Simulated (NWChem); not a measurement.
A series in which one site is exchanged, each optimised at PBE0/def2-SVP with NWChem, gas phase unless a solvent is named. For some, no frequency run checked for a minimum. def2 effective core potentials on I; no spin-orbit coupling.

A: [Cl][Ga]([Cl])[Cl] (GaCl$_{3}$; site = Cl)
B: [Cl][GaH][Cl] (GaHCl2; site = H)
C: [Cl][Ga]([Cl])[I] (GaICl2; site = I)
D: [F][Ga]([Cl])[Cl] (GaCl$_{2}$F; site = F)

Q: Rank them by dipole (D), PBE0/def2-SVP, lowest first.

A: A (0.00), D (0.81), C (0.89), B (1.70)
